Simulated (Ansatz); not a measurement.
Task: Predict a relaxed structure of the cluster Ni₂O₂⁻ (the lowest doublet isomer of a short search), charge -1, doublet, at PBE0-D4/def2-SVPD (Ansatz).

Result: 
Cartesian coordinates in Å:
```
Ni -0.0161 -1.0732 -0.1076
Ni 0.0178 1.1826 0.1185
O -0.0774 0.0892 -1.4296
O 0.0757 -0.1986 1.4186
```
Point group C2v (tolerance 0.1 Å). This is one stationary point.

The charge -1 doublet is spin-contaminated (final ⟨S²⟩ up to 1.96, 0.75 for a pure state). The highest occupied level of the charge -1 doublet lies above zero (up to 0.08 eV). It is a level of α spin, whose loss leaves a singlet; that state wasn't run at this geometry and level. The electron is either unbound and held by the finite basis, or the level is raised by self-interaction error. The relaxation made no stability test and no search for a lower SCF solution. Another isomer (doublet) lies 0.04 eV lower at PBE0-D4/def2-TZVPD.
